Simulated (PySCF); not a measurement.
**Two probes of the same atoms: core binding energy and nuclear shielding**

Compound: C₅H₁₂BNO.
Cartesian coordinates in Å at the PBE0-D3(BJ)/def2-SVP level; atoms count from 1:
```xyz
20
C5H12BNO angstrom
B      3.311    1.448   -1.050
N      2.272    0.337   -0.889
C      1.485   -0.491   -0.751
C      0.458   -1.538   -0.589
O     -0.836   -1.078   -0.717
C     -1.448   -0.546    0.459
C     -2.928   -0.477    0.153
C     -0.871    0.801    0.857
H      4.286    0.923   -1.571
H      3.537    1.861    0.080
H      2.787    2.287   -1.770
H      0.640   -2.284   -1.381
H      0.645   -2.038    0.382
H     -1.280   -1.270    1.283
H     -3.490   -0.137    1.035
H     -3.113    0.228   -0.671
H     -3.306   -1.465   -0.147
H      0.188    0.742    1.149
H     -1.422    1.204    1.720
H     -0.958    1.517    0.026
```

Binding energies: PySCF, delta-SCF UKS SCAN, pcX-2 on the ionised atom, pcseg-1 elsewhere, spin-free X2C. Shieldings: GIAO PBE0/pcSseg-1, non-relativistic, same geometry.

| atom | C 1s (eV) |
| --- | --- |
| C3 | 292.66 |
| C4 | 294.22 |
| C6 | 292.77 |
| C7 | 291.11 |

What are the absolute isotropic shieldings of these atoms?

| atom | environment | C 1s (eV) | isotropic shielding (ppm) |
| --- | --- | --- | --- |
| C7 | methyl carbon | 291.11 | 159.4 |
| C3 | triply bonded carbon | 292.66 | 68.9 |
| C6 | sp3 carbon bound to oxygen | 292.77 | 105.2 |
| C4 | sp3 carbon bound to oxygen | 294.22 | 128.0 |

Among the listed atoms, is the one with the highest binding energy also the least shielded?

No. The highest binding energy is at C4 (294.22 eV, shielding 128.0 ppm), the lowest shielding at C3 (68.9 ppm, 292.66 eV).

By binding energy: C7 < C3 < C6 < C4. By shielding: C3 < C6 < C4 < C7.

Of atoms equivalent by bonding only the ionised one is listed; its partners' own values can differ in this conformer. The structure is a single PBE0-D3(BJ)/def2-SVP conformer in the gas phase; no vibrational or solvent corrections.
